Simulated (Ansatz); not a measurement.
Consider the formal exchange of groups at a C–B bond: `CB1N[SiH2]1` + `[CH3][SnH3]` → `C[CH2][SnH3]` + `B1N[SiH2]1`.

Calculated with Ansatz (gas phase, PBE0-D4/def2-TZVP geometries, no zero-point term in ΔE). CCSD(T)/CBS is the MP2 limit (def2-TZVPP, def2-QZVPP) plus CCSD(T) − MP2 in def2-TZVPP, frozen cores. Functionals use def2-TZVPP. B3LYP here is the variant with VWN-RPA as its local correlation; programs differ in this. Elements past krypton have def2 core potentials. For Sn outer-core shells are correlated without core-valence functions, which leaves a few kJ/mol of doubt a bond.

`CB1N[SiH2]1`:

Cartesian coordinates in Å:
```
C -0.590 -1.508 -0.642
B -0.067 -0.157 -0.085
N 0.373 0.372 1.113
Si 0.484 1.702 -0.027
H -1.580 -1.379 -1.089
H 0.062 -1.861 -1.447
H -0.652 -2.290 0.119
H 0.510 0.056 2.062
H -0.403 2.859 0.271
H 1.862 2.205 -0.274
```

`[CH3][SnH3]`:

Z-matrix (Å, degrees):
```
C
Sn 1 2.140
H 1 1.090 2 110.0
H 1 1.090 2 110.0 3 -120.0
H 1 1.090 2 110.0 3 120.0
H 2 1.709 1 110.1 3 -59.7
H 2 1.709 1 110.1 3 -179.7
H 2 1.709 1 110.1 3 60.3
```

`C[CH2][SnH3]`:

Z-matrix (Å, degrees):
```
C
C 1 1.522
H 1 1.093 2 111.7
H 1 1.093 2 111.7 3 -120.2
H 1 1.094 2 111.4 3 119.9
Sn 2 2.150 1 113.2 3 60.1
H 2 1.093 1 111.1 3 -60.6
H 2 1.093 1 111.1 3 -179.3
H 6 1.711 2 109.7 1 -59.5
H 6 1.711 2 109.7 1 59.5
H 6 1.710 2 111.1 1 180.0
```

`B1N[SiH2]1`:

```xyz
7

B    -0.775   -0.805   -0.257
N    -0.683    0.425    0.357
Si    0.951    0.052   -0.166
H    -1.635   -1.590   -0.486
H    -1.303    1.075    0.817
H     1.938   -0.125    0.930
H     1.507    0.968   -1.195
```

(1) Is it downhill or uphill in electronic energy at CCSD(T)/CBS, and by how much? (Estimate.)

(2) What do these levels give: r2SCAN-D4, B97M-V, B3LYP-D4, ωB97X-V, r2SCANh, r2SCAN0, HF/def2-SVP, MP2/def2-TZVPP, SCS-MP2/def2-TZVPP, CCSD(T)/def2-TZVPP, MP2/def2-QZVPP, SCS-MP2/def2-QZVPP? (An estimate is asked.)

(3) What do rigid-rotor, harmonic-oscillator terms from PBE0-D4/def2-TZVP frequencies (298.15 K, 1 bar) make of the CCSD(T)/CBS value? (An estimate is asked.)

Largest T1 diagnostic among the species: 0.014.

Results:

(1) Computed: Uphill: ΔE = +59.7 kJ/mol.

(2) Ansatz gave: r2SCAN-D4 66.6, B97M-V 70.6, B3LYP-D4 63.0, ωB97X-V 60.8, r2SCANh 66.7, r2SCAN0 66.5, HF/def2-SVP 61.3, MP2/def2-TZVPP 61.5, SCS-MP2/def2-TZVPP 58.9, CCSD(T)/def2-TZVPP 60.4, MP2/def2-QZVPP 61.1, SCS-MP2/def2-QZVPP 58.6 kJ/mol.

(3) The calculation gave: ΔZPE = +1.7 kJ/mol, ΔH = +60.0 kJ/mol, ΔS = -1 J/(mol·K), ΔG = +60.3 kJ/mol.

Leaving LDA and LC-ωPBE aside and taking each functional with its dispersion term where it has one, the values spread over 9.8 kJ/mol, from ωB97X-V to B97M-V. At CCSD(T), def2-SVP lies −3.9 kJ/mol from the extrapolated value and def2-TZVPP +0.7 kJ/mol.
